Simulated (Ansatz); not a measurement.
Program: Ansatz. Geometries: PBE0-D4/def2-TZVP. ΔE: electronic, gas phase. CBS: MP2 limit from def2 TZ/QZ plus the TZ coupled-cluster correction, frozen cores. Functionals use def2-TZVPP. B3LYP here is the variant with VWN-RPA as its local correlation; programs differ in this. For As outer-core shells are correlated without core-valence functions, which leaves a few kJ/mol of doubt a bond. Scalar relativity is left out up to krypton. One conformer a species, not always the lowest.

Reaction (isomerisation): `CN([SiH3])[AsH2]` → `C[AsH]N[SiH3]`

`CN([SiH3])[AsH2]`:

Z-matrix (Å, degrees):
```
C
N 1 1.455
H 1 1.094 2 110.6
H 1 1.094 2 109.7 3 118.4
H 1 1.098 2 113.5 3 -121.2
Si 2 1.724 1 120.0 3 -158.7
As 2 1.854 1 114.5 3 45.0
H 6 1.494 2 113.6 1 -80.5
H 6 1.485 2 108.7 1 159.5
H 6 1.489 2 108.1 1 39.3
H 7 1.525 2 95.9 1 -162.0
H 7 1.538 2 99.9 1 105.8
```

`C[AsH]N[SiH3]`:

Z-matrix (Å, degrees):
```
C
As 1 1.962
H 1 1.092 2 108.8
H 1 1.090 2 108.3 3 118.3
H 1 1.089 2 111.5 3 -121.0
N 2 1.855 1 99.0 3 165.9
H 2 1.533 1 94.5 3 68.0
Si 6 1.721 2 124.5 1 -75.4
H 6 1.008 2 111.6 1 132.6
H 8 1.488 6 108.9 2 173.6
H 8 1.486 6 108.8 2 53.8
H 8 1.492 6 113.8 2 -65.6
```

Is it downhill or uphill in electronic energy at CCSD(T)/CBS, and by how much? (An estimate is asked.)

Computed: Downhill: ΔE = -64.7 kJ/mol.

What do these levels give: PBE-D4, r2SCAN-D4, PBE0-D4, B3LYP-D4, ωB97M-V, PBE0, B3LYP, HF/def2-TZVPP, MP2/def2-TZVPP, CCSD(T)/def2-TZVPP, MP2/def2-QZVPP, HF/CBS(def2)? (Estimate.)

The calculation gave: PBE-D4 -60.3, r2SCAN-D4 -64.6, PBE0-D4 -61.9, B3LYP-D4 -60.4, ωB97M-V -63.7, PBE0 -63.0, B3LYP -62.6, HF/def2-TZVPP -64.0, MP2/def2-TZVPP -67.6, CCSD(T)/def2-TZVPP -64.2, MP2/def2-QZVPP -67.9, HF/CBS(def2) -63.9 kJ/mol.

Largest T1 diagnostic among the species: 0.011.
